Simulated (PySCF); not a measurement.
PySCF job for AlFCl2, SMILES [Al]([Cl])([F])[Cl], TDDFT-LC-ωPBE/def2-SVPD. Geometry: PBE0-D3(BJ)/def2-SVP.

```python
import numpy as np
from pyscf import gto, scf, dft, tdscf

mol = gto.M(
    atom='''
    Al   -0.00000000   -0.00000000   -0.34784229
    F     0.00000000    0.00000000   -1.99804987
    Cl    0.00000000    1.80921629    0.66189408
    Cl    0.00000000   -1.80921629    0.66189408
    ''',
    basis='def2-SVPD',
    charge=0,
    spin=0,
    symmetry=True,
    max_memory=1600,
    verbose=4,
)
mf = dft.RKS(mol, xc='lc_wpbe').density_fit(auxbasis='def2-universal-jkfit')
mf.grids.level = 3
mf.conv_tol = 1e-9
mf.max_cycle = 100
mf.kernel()
mf.grids = dft.Grids(mol).set(level=1).build(with_non0tab=True)  # coarser grid for the response kernel
td = tdscf.TDDFT(mf)
td.singlet = True
td.nstates = 10
td.conv_tol = 1e-4
td.kernel(x0=td.get_init_guess(mf, 15))
td.analyze()
tt = tdscf.TDA(mf)
tt.singlet = False
tt.nstates = 4
tt.conv_tol = 1e-4
tt.kernel(x0=tt.get_init_guess(mf, 9))
tt.analyze(verbose=3)
```

It prints:

```
PySCF version 2.14.0

[INPUT] verbose = 4
[INPUT] num. atoms = 4
[INPUT] num. electrons = 56
[INPUT] charge = 0
[INPUT] spin (= nelec alpha-beta = 2S) = 0
[INPUT] symmetry True subgroup None
[INPUT] Mole.unit = angstrom
[INPUT] Symbol           X                Y                Z      unit          X                Y                Z       unit  Magmom
[INPUT]  1 Al     0.000000000000   0.000000000000  -0.347842290000 AA    0.000000000000   0.000000000000  -0.657326662642 Bohr   0.0
[INPUT]  2 F      0.000000000000   0.000000000000  -1.998049870000 AA    0.000000000000   0.000000000000  -3.775767037523 Bohr   0.0
[INPUT]  3 Cl     0.000000000000   1.809216290000   0.661894080000 AA    0.000000000000   3.418923288202   1.250798534671 Bohr   0.0
[INPUT]  4 Cl     0.000000000000  -1.809216290000   0.661894080000 AA    0.000000000000  -3.418923288202   1.250798534671 Bohr   0.0

nuclear repulsion = 243.008928962145
point group symmetry = C2v
symmetry origin: [0.00000000e+00 0.00000000e+00 4.04941312e-09]
symmetry axis x: [-1. -0. -0.]
symmetry axis y: [0. 1. 0.]
symmetry axis z: [0. 0. 1.]
num. orbitals of irrep A1 = 42
num. orbitals of irrep A2 = 12
num. orbitals of irrep B1 = 18
num. orbitals of irrep B2 = 29
number of shells = 41
number of NR pGTOs = 165
number of NR cGTOs = 101
basis = def2-SVPD
ecp = {}


******** <class 'pyscf.df.df_jk.DFSymAdaptedRKS'> ********
method = DFSymAdaptedRKS
initial guess = minao
damping factor = 0
level_shift factor = 0
DIIS = <class 'pyscf.scf.diis.CDIIS'>
diis_start_cycle = 1
diis_space = 8
diis_damp = 0
SCF conv_tol = 1e-09
SCF conv_tol_grad = None
SCF max_cycles = 100
direct_scf = False
XC library pyscf.dft.libxc version 7.1.2
    S. Lehtola, C. Steigemann, M. J. T. Oliveira, and M. A. L. Marques,  SoftwareX 7, 1–5 (2018)
XC functionals = lc_wpbe
    O. A. Vydrov and G. E. Scuseria,  J. Chem. Phys. 125, 234109 (2006)
radial grids:
    Treutler-Ahlrichs [JCP 102, 346 (1995); DOI:10.1063/1.469408] (M4) radial grids

becke partition: Becke, JCP 88, 2547 (1988); DOI:10.1063/1.454033
pruning grids: <function nwchem_prune>
grids dens level: 3
symmetrized grids: True
atomic radii adjust function: <function treutler_atomic_radii_adjust>
small_rho_cutoff = 0
Freeze 0 electrons in irreps []
    56 free electrons in irreps A1 A2 B1 B2
Set gradient conv threshold to 3.16228e-05
Initial guess from minao.
tot grids = 71208
Create RSH-DF object <pyscf.df.df.DF object> for omega=0.4
******** <class 'pyscf.df.df.DF'> ********
auxbasis = auxmol.basis = def2-universal-jkfit
init E= -1262.12527832521
HOMO (B2) = -0.459429697108852  LUMO (A1) = -0.0748700578256929  gap/eV = 10.46440
cycle= 1 E= -1261.98796934138  delta_E= 0.137  |g|= 0.617  |ddm|= 2.27
HOMO (B2) = -0.430315430922122  LUMO (A1) = -0.006790670435604  gap/eV = 11.52470
cycle= 2 E= -1261.99948826873  delta_E= -0.0115  |g|= 0.681  |ddm|= 1.16
HOMO (B2) = -0.462000847823114  LUMO (A1) = 0.00401866968348186  gap/eV = 12.68104
cycle= 3 E= -1262.07365405363  delta_E= -0.0742  |g|= 0.0621  |ddm|= 0.459
HOMO (B2) = -0.465165397112639  LUMO (A1) = 0.0109437840275235  gap/eV = 12.95559
cycle= 4 E= -1262.07461500138  delta_E= -0.000961  |g|= 0.0187  |ddm|= 0.0876
HOMO (B2) = -0.462659179986588  LUMO (A1) = 0.011313977397458  gap/eV = 12.89747
cycle= 5 E= -1262.07474923984  delta_E= -0.000134  |g|= 0.00251  |ddm|= 0.0344
HOMO (B2) = -0.46295135834327  LUMO (A1) = 0.0111296104292817  gap/eV = 12.90040
cycle= 6 E= -1262.07475369854  delta_E= -4.46e-06  |g|= 0.000622  |ddm|= 0.00738
HOMO (B2) = -0.462882532208509  LUMO (A1) = 0.0111211695760609  gap/eV = 12.89830
cycle= 7 E= -1262.07475401968  delta_E= -3.21e-07  |g|= 0.000152  |ddm|= 0.00189
HOMO (B2) = -0.462924543987648  LUMO (A1) = 0.0111065691304781  gap/eV = 12.89904
cycle= 8 E= -1262.07475403435  delta_E= -1.47e-08  |g|= 4.22e-05  |ddm|= 0.000373
HOMO (B2) = -0.462920668700661  LUMO (A1) = 0.0111105494230617  gap/eV = 12.89905
cycle= 9 E= -1262.07475403565  delta_E= -1.31e-09  |g|= 1e-05  |ddm|= 9.67e-05
HOMO (B2) = -0.462921039139047  LUMO (A1) = 0.0111102064239783  gap/eV = 12.89905
cycle= 10 E= -1262.07475403574  delta_E= -8.55e-11  |g|= 1.65e-06  |ddm|= 2.95e-05
HOMO (B2) = -0.462921078585274  LUMO (A1) = 0.0111101762927808  gap/eV = 12.89905
Extra cycle  E= -1262.07475396632  delta_E= 6.94e-08  |g|= 7.73e-07  |ddm|= 5.06e-06
converged SCF energy = -1262.07475396632
tot grids = 24288


******** <class 'pyscf.tdscf.rks.TDDFT'> for <class 'pyscf.df.df_jk.DFSymAdaptedRKS'> ********
nstates = 10 singlet
deg_eia_thresh = 1.000e-03
wfnsym = None
conv_tol = 0.0001
eigh lindep = 1e-12
eigh level_shift = 0
eigh max_cycle = 100


Excitation energies (eV)
[7.60299948 7.80075795 8.03289003 8.19669698 8.24359271 8.58089443
 8.58743176 9.03126835 9.29102143 9.42989613]

** Singlet excitation energies and oscillator strengths **
Excited State   1:   B2      7.60300 eV    163.07 nm  f=0.0188
      28 -> 29       -0.65081
      28 -> 31        0.21955
Excited State   2:   A2      7.80076 eV    158.94 nm  f=0.0000
      27 -> 29        0.64784
      27 -> 31       -0.23181
Excited State   3:   A2      8.03289 eV    154.35 nm  f=0.0000
      28 -> 30        0.69115
Excited State   4:   A1      8.19670 eV    151.26 nm  f=0.0662
      26 -> 29        0.64157
      26 -> 31       -0.22036
      28 -> 32        0.11202
Excited State   5:   B1      8.24359 eV    150.40 nm  f=0.1012
      25 -> 29       -0.64391
      25 -> 31        0.23026
      27 -> 32       -0.10296
Excited State   6:   B1      8.58089 eV    144.49 nm  f=0.0012
      26 -> 30       -0.68700
      28 -> 42       -0.10382
Excited State   7:   B2      8.58743 eV    144.38 nm  f=0.0172
      24 -> 29        0.23826
      24 -> 31       -0.11083
      27 -> 30        0.63221
Excited State   8:   A1      9.03127 eV    137.28 nm  f=0.0282
      23 -> 29       -0.12307
      25 -> 30        0.66205
Excited State   9:   B2      9.29102 eV    133.45 nm  f=0.3889
      21 -> 29        0.13904
      24 -> 29       -0.58741
      24 -> 31        0.16188
      27 -> 30        0.22140
Excited State  10:   A2      9.42990 eV    131.48 nm  f=0.0000
      24 -> 30       -0.69226

** Transition electric dipole moments (AU) **
state          X           Y           Z        Dip. S.      Osc.
  1         0.0000      0.3178      0.0000      0.1010      0.0188
  2        -0.0000     -0.0000     -0.0000      0.0000      0.0000
  3        -0.0000     -0.0000     -0.0000      0.0000      0.0000
  4         0.0000      0.0000      0.5742      0.3297      0.0662
  5        -0.7079      0.0000      0.0000      0.5011      0.1012
  6         0.0757     -0.0000     -0.0000      0.0057      0.0012
  7         0.0000     -0.2859      0.0000      0.0817      0.0172
  8        -0.0000     -0.0000     -0.3569      0.1274      0.0282
  9         0.0000     -1.3070      0.0000      1.7083      0.3889
 10        -0.0000     -0.0000     -0.0000      0.0000      0.0000

** Transition velocity dipole moments (imaginary part, AU) **
state          X           Y           Z        Dip. S.      Osc.
  1        -0.0000      0.0899      0.0000      0.0081      0.0193
  2         0.0000     -0.0000     -0.0000      0.0000      0.0000
  3         0.0000     -0.0000     -0.0000      0.0000      0.0000
  4         0.0000     -0.0000      0.1740      0.0303      0.0670
  5        -0.2120     -0.0000      0.0000      0.0449      0.0989
  6         0.0233     -0.0000      0.0000      0.0005      0.0011
  7         0.0000     -0.0900     -0.0000      0.0081      0.0171
  8         0.0000     -0.0000     -0.1186      0.0141      0.0283
  9        -0.0000     -0.4556      0.0000      0.2076      0.4054
 10         0.0000     -0.0000     -0.0000      0.0000      0.0000

** Transition magnetic dipole moments (imaginary part, AU) **
state          X           Y           Z
  1         0.4900     -0.0000      0.0000
  2        -0.0000      0.0000      0.9543
  3        -0.0000      0.0000      0.2614
  4         0.0000      0.0000     -0.0000
  5        -0.0000      0.4580      0.0000
  6         0.0000     -0.2943      0.0000
  7        -0.0250      0.0000     -0.0000
  8         0.0000      0.0000     -0.0000
  9         0.6468     -0.0000      0.0000
 10        -0.0000      0.0000      1.2576


******** <class 'pyscf.tdscf.rks.TDA'> for <class 'pyscf.df.df_jk.DFSymAdaptedRKS'> ********
nstates = 4 triplet
deg_eia_thresh = 1.000e-03
wfnsym = None
conv_tol = 0.0001
eigh lindep = 1e-12
eigh level_shift = 0
eigh max_cycle = 100


Excitation energies (eV)
[7.25096023 7.44305688 7.71123182 7.75620537]

** Triplet excitation energies and oscillator strengths **
Excited State   1:   B2      7.25096 eV    170.99 nm  f=0.0000
Excited State   2:   A2      7.44306 eV    166.58 nm  f=0.0000
Excited State   3:   B1      7.71123 eV    160.78 nm  f=0.0000
Excited State   4:   A1      7.75621 eV    159.85 nm  f=0.0000
```

The calculation finished and met its thresholds.

Cost: around 60 core-seconds (rough).
